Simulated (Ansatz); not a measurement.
In4Sb5H16⁺, a cluster cut from zinc blende InSb (hydrogen-capped) was relaxed with r2SCAN-D4 (def2-SVP) in Ansatz in these states: charge +1 singlet, charge +2 doublet. The geometries follow in no particular order.

In the def2 sets In, Sb take a core potential; there is no spin–orbit coupling.

A:

```xyz
25

Sb    0.0995   -2.7932    1.7077
Sb   -2.1954    1.1281    2.2297
Sb    2.1416    1.1347    1.2180
Sb    1.5130   -1.4684   -2.4494
Sb   -0.7411    2.2965   -2.2866
In    0.2540   -0.2392    2.9583
In    0.5443   -3.9800   -0.9921
In   -3.0247    2.6245   -0.1016
In    2.0577    1.2020   -1.6265
H    -1.4481   -3.2752    2.2141
H     0.9621   -3.7063    2.8480
H    -3.4147   -0.0192    2.4984
H    -2.5181    2.1132    3.5695
H     3.6608    0.4326    1.4956
H     2.5175    2.7032    1.7381
H     2.9512   -1.7009   -3.3246
H     0.5441   -1.1473   -3.8092
H    -0.5229    3.7729   -3.0977
H    -1.4292    1.4632   -3.5996
H     0.6831   -0.0343    4.6010
H     2.0326   -4.7725   -0.8145
H    -1.0327   -3.9833   -1.6219
H    -2.6173    4.2518    0.1583
H    -3.8684    1.5075   -1.0761
H     2.8511    2.4896   -2.4368
```

B:

Cartesian coordinates in Å:
```
Sb 1.5270 -1.8395 2.0059
Sb -0.4330 -2.3788 -1.9688
Sb -2.4666 -0.2257 1.2470
Sb 0.9809 2.4279 1.6946
Sb -0.9800 1.8908 -2.2796
In -0.9452 -2.6308 0.8256
In 3.2126 0.5239 1.5651
In 0.6888 -0.1685 -3.5437
In -1.5895 2.3986 0.4596
H 2.4862 -3.2314 1.8367
H 1.2272 -2.0301 3.6679
H 0.4395 -3.7935 -2.3200
H -1.8953 -2.8936 -2.6654
H -2.9139 -0.1636 2.8835
H -4.0257 -0.4710 0.6216
H 0.6139 2.7716 3.3180
H 1.5642 3.9768 1.3115
H -2.5109 1.9224 -3.0169
H -0.4803 3.4145 -2.8406
H -1.7010 -4.0635 1.3897
H 4.0674 0.7407 3.0281
H 3.5619 0.4470 -0.1088
H 0.0349 -0.3670 -5.1092
H 2.2255 0.0812 -2.8331
H -2.6888 3.6616 0.8313
```

Problem. Judge from the bond lengths which geometry belongs to which state (an estimate).

Solution. A is the charge +2 doublet (Sb5–In8 3.178 Å, Sb5–In9 3.077 Å, Sb4–In7 3.061 Å); B is the charge +1 singlet (Sb5–In8 2.937 Å, Sb5–In9 2.852 Å, Sb4–In7 2.936 Å).
